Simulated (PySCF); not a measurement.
C2H2Cl (SMILES [CH]=CCl), doublet, geometry from GFN2-xTB; PBE/3-21G (PySCF).

Input for PySCF:
```python
from pyscf import gto, scf, dft

mol = gto.M(
    atom='''
C    -0.158121    0.849492    0.000224
C     0.972593    1.428190    0.015354
Cl   -0.339905   -0.957409   -0.006518
H    -1.134124    1.300848   -0.010446
H     2.025674    1.309009    0.027792
''',
    basis='3-21g',
    charge=0,
    spin=1,
    verbose=4,
)

mf = dft.UKS(mol)
mf.xc = 'pbe'
mf.kernel()
```

Output, abridged:

```
PySCF version 2.14.0

[INPUT] verbose = 4
[INPUT] num. atoms = 5
[INPUT] num. electrons = 31
[INPUT] charge = 0
[INPUT] spin (= nelec alpha-beta = 2S) = 1
[INPUT] symmetry False subgroup None
[INPUT] Mole.unit = angstrom
[INPUT] Symbol           X                Y                Z      unit          X                Y                Z       unit  Magmom
[INPUT]  1 C     -0.158121000000   0.849492000000   0.000224000000 AA   -0.298805384542   1.605307225009   0.000423298652 Bohr   0.0
[INPUT]  2 C      0.972593000000   1.428190000000   0.015354000000 AA    1.837934400669   2.698887953843   0.029014854917 Bohr   0.0
[INPUT]  3 Cl    -0.339905000000  -0.957409000000  -0.006518000000 AA   -0.642327358370  -1.809240799194  -0.012317234880 Bohr   0.0
[INPUT]  4 H     -1.134124000000   1.300848000000  -0.010446000000 AA   -2.143183751296   2.458246449688  -0.019740079097 Bohr   0.0
[INPUT]  5 H      2.025674000000   1.309009000000   0.027792000000 AA    3.827969077652   2.473668504591   0.052519268454 Bohr   0.0

nuclear repulsion = 80.0881898922906
number of shells = 21
number of NR pGTOs = 63
number of NR cGTOs = 35
basis = 3-21g
ecp = {}

******** <class 'pyscf.dft.uks.UKS'> ********
method = UKS
initial guess = minao
damping factor = 0
level_shift factor = 0
DIIS = <class 'pyscf.scf.diis.CDIIS'>
diis_start_cycle = 1
diis_space = 8
diis_damp = 0
SCF conv_tol = 1e-09
SCF conv_tol_grad = None
SCF max_cycles = 50
direct_scf = True
direct_scf_tol = 1e-13
number electrons alpha = 16  beta = 15
XC library pyscf.dft.libxc version 7.1.2
    S. Lehtola, C. Steigemann, M. J. T. Oliveira, and M. A. L. Marques,  SoftwareX 7, 1–5 (2018)
XC functionals = pbe
    J. P. Perdew, K. Burke, and M. Ernzerhof,  Phys. Rev. Lett. 77, 3865 (1996)
    J. P. Perdew, K. Burke, and M. Ernzerhof,  Phys. Rev. Lett. 78, 1396 (1997)
    J. P. Perdew, K. Burke, and M. Ernzerhof,  Phys. Rev. Lett. 77, 3865 (1996)
    J. P. Perdew, K. Burke, and M. Ernzerhof,  Phys. Rev. Lett. 78, 1396 (1997)
radial grids:
    Treutler-Ahlrichs [JCP 102, 346 (1995); DOI:10.1063/1.469408] (M4) radial grids

becke partition: Becke, JCP 88, 2547 (1988); DOI:10.1063/1.454033
pruning grids: <function nwchem_prune>
grids dens level: 3
symmetrized grids: False
atomic radii adjust function: <function treutler_atomic_radii_adjust>
small_rho_cutoff = 0
Set gradient conv threshold to 3.16228e-05
tot grids = 66736
init E= -534.455133332551

cycle= 1 E= -534.543614515111  delta_E= -0.0885  |g|= 0.126  |ddm|= 1.72
cycle= 2 E= -534.546946081822  delta_E= -0.00333  |g|= 0.122  |ddm|= 0.425
cycle= 3 E= -534.55519170165  delta_E= -0.00825  |g|= 0.0351  |ddm|= 0.197
cycle= 4 E= -534.555778143938  delta_E= -0.000586  |g|= 0.0152  |ddm|= 0.052
cycle= 5 E= -534.555885053397  delta_E= -0.000107  |g|= 0.00887  |ddm|= 0.025
cycle= 6 E= -534.555934029959  delta_E= -4.9e-05  |g|= 0.00281  |ddm|= 0.0134
cycle= 7 E= -534.55594370278  delta_E= -9.67e-06  |g|= 0.000513  |ddm|= 0.00752
cycle= 8 E= -534.555944309275  delta_E= -6.06e-07  |g|= 8.84e-05  |ddm|= 0.00211
cycle= 9 E= -534.55594432329  delta_E= -1.4e-08  |g|= 2.35e-05  |ddm|= 0.000332
cycle= 10 E= -534.555944323895  delta_E= -6.05e-10  |g|= 4e-06  |ddm|= 6.64e-05
Extra cycle  E= -534.555944323874  delta_E= 2.1e-11  |g|= 7.82e-06  |ddm|= 1.68e-05
converged SCF energy = -534.555944323874  <S^2> = 0.75764615  2S+1 = 2.0076316
```
